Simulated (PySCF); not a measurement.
FH₆NOSi₂, SMILES O[Si@H](F)N[SiH3].

Geometry optimised at PBE0-D3(BJ)/def2-SVP. The structure was generated by enumeration; whether it is a known compound was not checked. Other conformers were not sampled.

Calculation: ωB97X/def2-TZVP in PySCF.

The molecule is in vacuum.

**Question.** Estimate the frontier levels, gap, dipole moment and polarisability. (An estimate is asked for; the answer gives what the named calculation found.)

**Answer.** 
```json
{
  "highest_occupied_level": "-10.53 eV",
  "lowest_empty_level": "2.10 eV",
  "orbital_gap": "12.62 eV",
  "dipole_moment": "2.87 D",
  "quadrupole, principal values (traceless, Buckingham form, about the centre of nuclear charge)": "-9.83, 4.28, 5.55 D·Å",
  "mean_static_polarisability": "58.4 bohr³ (8.65 Å³)",
  "polarisability_principal_values": "53.0, 55.2, 66.9 bohr³"
}
```
